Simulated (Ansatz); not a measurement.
Several settings on one geometry of Si(OH)4 (SiO4H4) (that of the charge 0 singlet, PBE-D4/def2-SVP). Ansatz on 4 threads of Arm Neoverse V1 on a shared host; times are rough.

Cartesian coordinates in Å:
```
Si -0.0001 0.0000 0.0000
O 0.0094 0.0924 1.6630
H -0.8135 0.4578 2.0328
O 1.5983 -0.0417 -0.4667
H 2.1825 0.4765 0.1143
O -0.8988 1.2996 -0.5269
H -1.2611 1.1793 -1.4223
O -0.7092 -1.3503 -0.6696
H -0.1076 -2.1135 -0.7247
```

Totals from different functionals, basis sets or treatments of relativity can't be compared as stabilities.

DK, ANO-RCC and x2c sets are all-electron and run with scalar relativity unless a key says otherwise. The 6-31G sets use Cartesian d functions. Correlated methods freeze 9 core orbitals.

Scalar relativity in a set contracted without it gives distorted totals.

The spins typed aren't always the lowest for that charge.

Question: Give the basis size and estimate the energy, ⟨S²⟩, dipole and time of these runs.

```tsv
run	method	charge	state	further keys
1	UKS SVWN5/cc-pVTZ-DK	-1	doublet	scf: {lower_state_search: off}; forces asked
2	RKS LDA (SPW92)/6-31G*	0	singlet	–
3	RKS PBE-QIDH/STO-3G	0	singlet	pseudopotentials: {relativity: scalar}; scf: {omitted_lower_state_checks: [starts]}; forces asked
4	RKS ωB97X-V/6-31G*	0	singlet	accuracy: high; scf: {lower_state_search: off}; forces asked
```

Answer: 
```json
{"run": "1", "functions": "210", "energy (Eh)": "-590.6055", "⟨S²⟩": "0.75", "dipole (D)": "–", "wall time": "1.6 s"}
{"run": "2", "functions": "87", "energy (Eh)": "-589.6322", "⟨S²⟩": "–", "dipole (D)": "–", "wall time": "0.4 s"}
{"run": "3", "functions": "33", "energy (Eh)": "-585.1408", "⟨S²⟩": "–", "dipole (D)": "0.00", "wall time": "1.1 s"}
{"run": "4", "functions": "87", "energy (Eh)": "-592.8015", "⟨S²⟩": "–", "dipole (D)": "0.00", "wall time": "13 s"}
```

The highest occupied level of an anion often lies above zero with these methods, and sets without diffuse functions describe the outer electron poorly.
